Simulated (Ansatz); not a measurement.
Stepwise reaction of `C[SiH](S)S` with ammonia, as a gas-phase model of exchange steps in deposition or etching. ΔE in kJ/mol.

Isolated molecules relaxed with PBE0-D4/def2-TZVP in Ansatz; ΔE leaves out vibrations. CCSD(T)/CBS is the MP2 limit (def2-TZVPP, def2-QZVPP) plus CCSD(T) − MP2 in def2-TZVPP, frozen cores. This one scheme is used for every species. DFT in def2-TZVPP. B3LYP here is the variant with VWN-RPA as its local correlation; programs differ in this. Each species was taken in one conformer, which may not be the lowest.

```
step                                 reaction  PBE-D4  B3LYP-D4  ωB97M-V  CCSD(T)/CBS
   1  `C[SiH](S)S` + NH₃ → `C[SiH](N)S` + H₂S    20.0       9.9      9.1         11.3
   2  `C[SiH](N)S` + NH₃ → `C[SiH](N)N` + H₂S    14.1       4.9      4.4          6.1
```

(1) By hand: ΔE of the 2 steps together at CCSD(T)/CBS.

Answers

(1) (11.3) + (6.1) = 17.4 kJ/mol, or 8.7 kJ/mol a step.

In ΔE each step is lower than the one before. All are uphill at CCSD(T)/CBS. PBE-D4 differs from CCSD(T)/CBS by 8.0 to 8.7 kJ/mol a step. Isolated molecules leave out the surface, adducts and barriers. Largest T1 diagnostic: 0.011.
